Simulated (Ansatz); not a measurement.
**Which is lower?**

The two ends of one reaction step of SiH3Cl3O, singlet (PBE0-D4/def2-TZVP).

A:

```
8
angstrom
Si 0.6825 0.9903 -0.6958
O -1.3997 -1.6216 0.9297
Cl -0.9946 0.8376 -1.8097
Cl 0.2164 1.5347 1.2105
H 1.5757 2.0065 -1.2685
H -0.5491 -2.0079 0.7073
Cl 1.6681 -0.7919 -0.6572
H -1.1993 -0.9477 1.5837
```

B:

```
8
angstrom
Si -0.2179 1.0388 -0.0871
O -0.4031 -0.5394 0.2960
Cl -1.6763 1.6344 -1.3746
Cl -0.3361 2.1949 1.5829
H 1.1034 1.1640 -0.7099
H 0.9105 -1.9033 -0.0725
Cl 1.8350 -2.7607 -0.3532
H -1.2155 -0.8287 0.7184
```

Ansatz 0.2.0; basis: def2-TZVPP; cores frozen in the correlated methods. B3LYP uses VWN-RPA correlation.

Question: Which structure is lower at CCSD(T), and by how much? (To be estimated.)

Answer: By the calculation: B, by 6.06 kcal/mol (electronic energy, against the other). By their contacts, A is a complex of SiHCl₃ ([Cl][SiH]([Cl])[Cl]) + H₂O and B is a complex of SiH₂Cl₂O ([OH][SiH]([Cl])[Cl]) + HCl.

All methods give the same order:

```
      method  E(B) − E(A) (kcal/mol)
       SPW92                   -6.40
      PBE-D4                   -3.68
     BLYP-D4                   -5.29
   r2SCAN-D4                   -5.01
      B97M-V                   -4.95
     PBE0-D4                   -4.06
    B3LYP-D4                   -5.59
  r2SCAN0-D4                   -5.12
    BHLYP-D4                   -6.05
CAM-B3LYP-D4                   -7.00
     wB97X-V                   -5.05
     wB97M-V                   -4.70
      B2PLYP                   -6.48
    PBE-QIDH                   -5.15
  RPA on PBE                   -6.07
          HF                   -7.70
         MP2                   -5.23
        CCSD                   -6.43
     CCSD(T)                   -6.06
```

The T1 diagnostic stays at or below 0.010.

Labels in which every atom is bracketed show which atoms are joined, not bond orders.

For scale, one of the runs: CCSD(T)/def2-TZVPP, 241 basis functions, launched by `ansatz run in.yaml --threads 8 --pin off --events-out ev --progress --plain --max-ram 19148MiB`. The run took 63 s on 8 CPU threads of an Arm Neoverse V2 (shared host), with 4.2 GiB of host memory at its peak.
